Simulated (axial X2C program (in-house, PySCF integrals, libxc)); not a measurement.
**Which molecule has these constants?**

Calculated with an axial X2C code built on PySCF integrals, spin-free (one-electron X2C) or two-component (2c: spin–orbit coupling with atomic mean-field Coulomb and Gaunt terms, which also bring small scalar terms), in Dyall basis sets with cores contracted in-house; open shells are unrestricted.

A two-component CCSD(T) calculation in a Dyall 3-zeta basis gave Re = 1.246 Å, ωe = 1690.9 cm⁻¹, De = 9.33 eV, Ω = 0.

Question: Which molecule is it?
A. InO⁻
B. GaO⁻
C. BO⁻
D. AlO⁻

Answer: C. The others have GaO⁻ 1.733 Å and 781.9 cm⁻¹ (Ω = 0); InO⁻ 1.951 Å and 655.4 cm⁻¹ (Ω = 0); AlO⁻ 1.661 Å and 940.9 cm⁻¹ (Ω = 0).

Frozen shells (counts by l): BO⁻ O 1s, B 1s, 10 electrons correlated; GaO⁻ Ga 3s2p1d, O 1s, 10 electrons correlated; InO⁻ In 4s3p2d, O 1s, 10 electrons correlated; AlO⁻ Al 2s1p, O 1s, 10 electrons correlated. Coupled cluster in natural virtuals with an MP2 remainder. Where the outer core of a metal is frozen, bonds come out longer and ionisation energies lower.

Each entry is the lowest single determinant of a limited PBE0 search at one distance. De goes to single-determinant-based atoms at the same level (for ions the charge split of lowest energy) and is withheld (n/a) where an atom does not fit its ground term or J level. Main or longest-lived isotopes. One determinant is a doubtful description, or other states lie close, for GaO⁻, InO⁻, AlO⁻; these need not be ground states, and all values refer to the states named.
